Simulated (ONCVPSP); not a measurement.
What one change does to a pseudopotential (Cs (Z = 55), ONCV)

Cs (Z = 55), optimised norm-conserving Vanderbilt (ONCV), made with ONCVPSP 4.0.1 (Wu-Cohen, scalar-relativistic). Core [Kr] 4d10, reference 5s2 5p6 6s1. Waves: 5s+6s: rc 2.65 bohr, ncon 4, nbas 7, qcut 5.2 1/bohr, 2 projectors; 5p: rc 2.40 bohr, ncon 3, nbas 6, qcut 6.5 1/bohr, 2 projectors, debl 2.5 Ha; d scattering state at 0.06 Ha: rc 2.70 bohr, ncon 4, nbas 8, qcut 3.4 1/bohr, 2 projectors, debl 0.6 Ha. Local part: polynomial inside 2.05 bohr (lpopt 3, dvloc0 -1 Ha). Core correction: none.

In the d channel the program set the typed energies aside and used 0.050, 0.650 Ha.

All-electron outer shells of the reference configuration (Wu-Cohen, scalar-relativistic, ld1.x):

| shell | level (eV) | outermost node (bohr) | outermost maximum (bohr) |
| --- | --- | --- | --- |
| 5s | -26.82 | 0.82 | 1.54 |
| 5p | -13.57 | 0.89 | 1.79 |
| 6s | -2.04 | 2.11 | 4.92 |

Change: local potential polynomial inside 2.05 bohr (lpopt 3, dvloc0 6 Ha).

Cutoffs: the cutoffs (Ha) at which the residual kinetic energy of the hardest occupied pseudo-wave falls to 1 and 0.1 mHa per electron; they do not see the model core or the augmentation charge, which bear on the density cutoff. Errors are all-electron minus pseudo energies relative to the spin-unpolarised reference configuration.

**Question.** Predict the effect on cutoff, ghosts and configuration errors.

**Answer.** The potential gets neither clearly harder nor softer (12 Ha and 14 Ha → 12 Ha and 14 Ha); the errors of the 4 common tests hardly move; the range in which the s phases agree widens (upper end 3.2 → 4.3); neither file shows a bound ghost.

| quantity | base | changed |
| --- | --- | --- |
| cutoff, loose | 12 Ha | 12 Ha |
| cutoff, tight | 14 Ha | 14 Ha |
| bound ghosts | none | none |
| GHOST(+) flags under 300 eV | s at 95.5 eV | none |
| error for 5s2 5p6 6s0, meV [ΔE 3.74 eV] | -0.1 | -0.1 |
| error for 5s2 5p6 6s0.5, meV [ΔE 1.42 eV] | -0.1 | -0.1 |
| error for 5s2 5p6 6s0 6p1, meV [ΔE 1.31 eV] | +0.3 | +0.2 |
| error for 5s2 5p5 6s1, meV [ΔE 17.91 eV] | -4.2 | -4.3 |
| s: phases at 2.69 bohr within 0.05 rad from the reference energy up to (Ha; the scan ends near 5) | 3.2 | 4.3 |
| p: phases at 2.43 bohr within 0.05 rad from the reference energy up to (Ha; the scan ends near 5) | to the end of the scan | to the end of the scan |
| d: phases at 2.74 bohr within 0.05 rad from the reference energy up to (Ha; the scan ends near 5) | 2.1 | 2.2 |
